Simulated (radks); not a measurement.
The phosphorus ion P3+, 12 electrons, occupied as [Ne] 3s2 (the NIST ground configuration).

Calculated with a radial shooting solver on a logarithmic mesh with Libxc functionals: Dirac Kohn-Sham, LDA (Slater exchange, Perdew-Wang correlation), spin-unpolarised, spherical densities, point nucleus.

Energy parts (hartree):
part                      energy
total                 -338.62283
kinetic                339.63830
electron-nucleus      -792.37430
Hartree                134.98265
exchange-correlation   -20.86948

Orbitals (lengths in bohr, moments of r in powers of bohr; <r^-3> diverges for s and p1/2):
orbital	occ.	eigenvalue (hartree)	<r^-3>	<r>	<1/r>	small-component weight
1s1/2	2	-77.75275	-	0.1039	14.60	2.82e-03
2s1/2	2	-7.77382	-	0.5203	2.823	4.17e-04
2p1/2	2	-6.01440	-	0.4822	2.730	3.98e-04
2p3/2	4	-5.98045	63.36	0.4844	2.713	3.96e-04
3s1/2	2	-1.68097	-	1.667	0.8291	7.73e-05

The highest occupied level is 3s1/2 at -45.741 eV. The density falls to 0.001 e/bohr^3 at r = 3.07 bohr. For comparison, the ionisation energy in NIST's Atomic Spectra Database is 51.444 eV (measured). In exact Kohn-Sham theory the highest level is minus the ionisation energy, but local and semilocal functionals leave it too shallow, through self-interaction and a potential that decays too fast; potentials with the right tail come closer. Summed over all electrons, <r^2> = 8.784 bohr^2, which gives a Langevin (diamagnetic) susceptibility term of -6.96 x 10^-6 cm^3/mol.
